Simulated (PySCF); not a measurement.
Isomers C$_{5}$H$_{9}$NO$_{2}$Si:

A. `InChI=1S/C5H9NO2Si/c1-7-5(3-6)4-8-9-2/h4H,9H2,1-2H3/b5-4+`
B. SMILES C(=C)(OC)[SiH2]/N=C/C=O
C. `C#CC(=O)O[Si@H](C)NC`
D. `C/C=C(\C#N)O[SiH2]OC`
E. `InChI=1S/C5H9NO2Si/c1-6-5(8)4(7)2-3-9/h2-3H,1,9H3,(H,6,8)/b3-2+`

Spectrum 1. $^{1}$H NMR (300 MHz, computed): δ 9.30 (d, 1H), 8.32 (d, 1H), 5.38 (s, 2H), 4.89 (m, 1H), 4.70 (m, 1H), 3.66 (s, 3H). $^{13}$C{$^{1}$H} NMR (computed): δ 200.2 (CH), 175.7 (CH), 170.5 (C), 99.8 (CH2), 55.9 (CH3).

Spectrum 2. $^{1}$H NMR (300 MHz, computed): δ 5.33 (q, 1H), 4.95 (s, 2H), 3.87 (s, 3H), 2.10 (d, 3H). $^{13}$C{$^{1}$H} NMR (computed): δ 133.8 (C), 126.6 (CH), 118.7 (C), 50.3 (CH3), 17.3 (CH3).

Spectrum 3. $^{1}$H NMR (300 MHz, computed): δ 7.29 (s, 1H), 5.59 (q, 2H), 3.80 (s, 3H), 0.31 (t, 3H). $^{13}$C{$^{1}$H} NMR (computed): δ 154.3 (CH), 124.6 (C), 119.6 (C), 58.0 (CH3), -1.5 (CH3).

Spectrum 4. $^{1}$H NMR (300 MHz, computed): δ 8.41 (d, 1H), 8.08 (m, 1H), 6.88 (br, 1H), 4.36 (d, 3H), 3.21 (d, 3H). $^{13}$C{$^{1}$H} NMR (computed): δ 188.4 (C), 162.3 (C), 157.5 (CH), 144.6 (CH), 26.5 (CH3).

Spectrum 5. $^{1}$H NMR (300 MHz, computed): δ 5.57 (q, 1H), 2.70 (s, 3H), 2.21 (s, 1H), 0.46 (d, 3H), 0.35 (br s, 1H). $^{13}$C{$^{1}$H} NMR (computed): δ 157.5 (C), 81.0 (CH), 80.6 (C), 28.7 (CH3), -1.4 (CH3).

- GFN2-xTB structure
- GIAO PBE0/pcSseg-1 shieldings
- run in PySCF 2.14
- no solvent model, non-relativistic, a single conformation, equivalent nuclei averaged

δ = σ(ref) − σ, references computed at the same level: TMS for $^{1}$H (σref 31.72) and $^{13}$C (σref 186.93). Where no couplings were computed, multiplicities follow the n + 1 count of equivalent neighbours, and m marks all less simple cases (inequivalent or close neighbours, rings, F or P nearby). Acid and N–H amide carbonyl carbons lie up to 10 ppm further downfield in solution (hydrogen bonding). Shifts are as computed. Against solution values, carbons near 30 ppm lie about +3 ppm off and those near 130 ppm about +5 ppm. Of 1309 compounds with measured shifts, 239 miss one by over three times the rms of a fit or turn the order of signals round; such compounds aren't used in these exercises. OH and NH positions are gas-phase values without hydrogen bonding to other molecules.

**Question.** Match each spectrum to its structure.

**Answer.** 1–B, 2–D, 3–A, 4–E, 5–C.

- Spectrum 1 (B): 5 $^{13}$C signals; δC 200.2 is an aldehyde carbonyl carbon; δC 170.5 is an alkene carbon bearing oxygen.
- Spectrum 2 (D): 5 $^{13}$C signals; δC 133.8 is an alkene carbon bearing oxygen; δC 118.7 is a nitrile carbon.
- Spectrum 3 (A): 5 $^{13}$C signals; δC 154.3 is an alkene carbon bearing oxygen; δC 124.6 is an alkene carbon bearing oxygen.
- Spectrum 4 (E): 5 $^{13}$C signals; δC 188.4 is a ketone carbonyl carbon; δC 162.3 is an amide carbonyl carbon.
- Spectrum 5 (C): 5 $^{13}$C signals; δC 81.0 is a terminal alkyne carbon; δC 80.6 is an alkyne carbon.
